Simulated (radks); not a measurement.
Problem. Neutral beryllium, [He] 2s2. All-electron calculation, non-relativistic Kohn-Sham, r2SCAN, spin-polarised, spherical densities, point nucleus; meta-GGA in the generalised Kohn-Sham scheme. Program: a radial shooting solver on a logarithmic mesh with Libxc functionals. Every spin shell is full or empty, so the densities are truly spherical. Functionals are evaluated on that one density, not self-consistently. Rank these orbital-free kinetic functionals by their error against the exact value of the orbitals, and give that value: Thomas-Fermi, TF + vW, APBEK, revAPBEK, Perdew 92, Pearson, LKT, PG1, DePristo-Kress.

Solution. Exact: 14.5821 hartree. From best to worst, with 100 (|E| - |E exact|)/|E exact| (equal figures are ties): APBEK +0.29, Perdew 92 +0.37, revAPBEK +1.12, DePristo-Kress -1.17, Pearson -4.02, Thomas-Fermi -10.06, PG1 +47.36, LKT +54.75, TF + vW +83.69.
